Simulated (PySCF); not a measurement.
An unknown shows these calculated signals:

1H NMR (500 MHz, computed): δ 6.60 (m, 1H), 6.30 (m, 1H), 6.12 (m, 1H), 4.69 (m, 6H), 1.44 (m, 3H).

13C{1H} NMR (computed): δ 131.5 (CH2), 129.9 (CH), 18.7 (CH3).

One computed conformer, relativity neglected, gas phase, fast rotation and ring inversion assumed for equivalent nuclei. Shielding tensors at KT2/pcSseg-1 (GIAO); geometry from PBE0-D3(BJ)/def2-SVP; PySCF 2.14.

References, each an isolated molecule treated in the same way: TMS for 1H (σref 31.18), 13C (σref 183.22).

Which of these does the molecule contain: a tert-butyl group, a heteroaromatic ring, a vinyl group CH=CH2, a Si–H bond, a non-aromatic C=C double bond, a nitrile?

Results:


- A tert-butyl group: no.
- A heteroaromatic ring: no.
- A vinyl group CH=CH2: yes (δC 131.5, 129.9; δH 6.60 (m), 6.12 (m), 6.30 (m)).
- A Si–H bond: yes (δH 4.69 (m)).
- A non-aromatic C=C double bond: yes.
- A nitrile: no.

The data belong to `C=C[P@@](C)(=O)N([SiH3])[SiH3]`, C₃H₁₂NOPSi₂; they needn't prove each group on their own.

Carbon signals by region: 2 in the sp2 and nitrile region (100–160 ppm), 1 below 50 ppm.

Splittings by 31P in the carbon and heteronuclear signals aren't shown, as no couplings were computed. Shifts are as computed. Against solution values, carbons near 30 ppm lie about +2 ppm off and those near 130 ppm about -5 ppm. Of 1313 compounds with measured shifts, 239 miss one by over three times the rms of a fit or turn the order of signals round; such compounds aren't used in these exercises. Multiplicities follow the n + 1 count of equivalent neighbours, as no J values were calculated; m marks all less simple cases, F and P coupling included.
